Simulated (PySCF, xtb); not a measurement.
Ga(Cl)(Me)(NH2) (CH5ClGaN), SMILES [Cl][Ga]([CH3])[NH2]. The values are those of a single conformer.

Harmonic wavenumbers (cm⁻¹) from GFN2-xTB (xtb) at its own minimum, in rising order: 15, 98, 108, 135, 202, 283, 362, 499, 532, 596, 646, 681, 1245, 1421, 1430, 1451, 2955, 2959, 2979, 3388, 3433.

Q: What does PySCF with PBE-D3(BJ)/def2-SVP give at its own minimum? (The exact figures need the calculation; the answer reports its results.)

A: 61, 109, 130, 152, 208, 391, 399, 566, 669, 707, 709, 747, 1172, 1378, 1380, 1455, 2988, 3094, 3102, 3510, 3622. Paired by order, the mean absolute difference is 70 cm⁻¹ and the zero-point energies are 36.3 and 38.0 kcal/mol.
